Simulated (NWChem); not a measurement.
# CH₅O cation; SMILES C[OH2+]

Computed with NWChem. Structure relaxed at the PBE0/def2-SVP level. Level: PBE/def2-SVP with COSMO at NWChem's default radii, gas-phase geometry; rows give the dielectric constant. Reactions with the solvent are ignored.

```json
[
 {"dielectric constant": "1.5", "electrostatic solvation energy (kcal/mol)": "(withheld)"},
 {"dielectric constant": "2.4", "electrostatic solvation energy (kcal/mol)": "-45.0"},
 {"dielectric constant": "20.7", "electrostatic solvation energy (kcal/mol)": "-73.8"},
 {"dielectric constant": "25.0", "electrostatic solvation energy (kcal/mol)": "-74.4"},
 {"dielectric constant": "78.4", "electrostatic solvation energy (kcal/mol)": "-76.5"}
]
```

Question: Fill in the missing entries.

Answer: 
- 1.5, electrostatic solvation energy (kcal/mol): -25.7
